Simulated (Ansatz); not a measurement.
The cluster Rb₈⁻, relaxed as a doublet with UKS PBE/def2-SVPD in Ansatz, starting from the GFN2-xTB geometry. Force threshold 0.02 eV/Å.

In the def2 sets Rb takes a core potential; there is no spin–orbit coupling. The highest occupied level of the charge -1 doublet lies above zero (up to 0.03 eV). It is a level of α spin, whose loss leaves a singlet; that state wasn't run at this geometry and level. The electron is either unbound and held by the finite basis, or the level is raised by self-interaction error. The relaxation made no stability test and no search for a lower SCF solution. Another isomer (doublet) lies 0.03 eV lower at PBE0/def2-TZVPD; other spin states weren't run for this one.

Start:

```xyz
8

Rb   -0.187   -3.662    1.848
Rb   -1.374    4.572   -0.108
Rb    2.807    2.235   -3.626
Rb   -2.200   -1.653    4.631
Rb   -4.753    0.062   -0.358
Rb    4.344   -0.874   -1.658
Rb   -1.030   -2.458   -3.828
Rb    2.393    1.779    3.100
```

Estimate the energy that the relaxation releases and the steps that it takes.

95.2 kJ/mol, in 14 steps; 2.9 min on 4 threads of Arm Neoverse V1 on a shared host. The force fell under the threshold at step 10, but the optimiser went on and released 0.050 eV more. No frequencies were taken in this run, so the end may be a saddle point.

Does the start keep its bonding?

Bonds formed: Rb1–Rb5, Rb1–Rb6, Rb1–Rb7, Rb1–Rb8, Rb2–Rb3, Rb2–Rb5, Rb2–Rb7, Rb2–Rb8 (atoms count from 1).

Predict the relaxed structure.


```xyz
8

Rb    0.047   -3.235    1.104
Rb   -1.520    3.146   -0.520
Rb    2.742    2.691   -2.892
Rb   -2.106   -0.325    4.527
Rb   -4.009   -0.900    0.193
Rb    3.734   -1.706   -1.352
Rb   -0.687   -0.861   -3.100
Rb    1.798    1.189    2.040
```
Bond lengths (bridged metal pairs left out): 17 × Rb–Rb 4.62 to 5.24 Å.
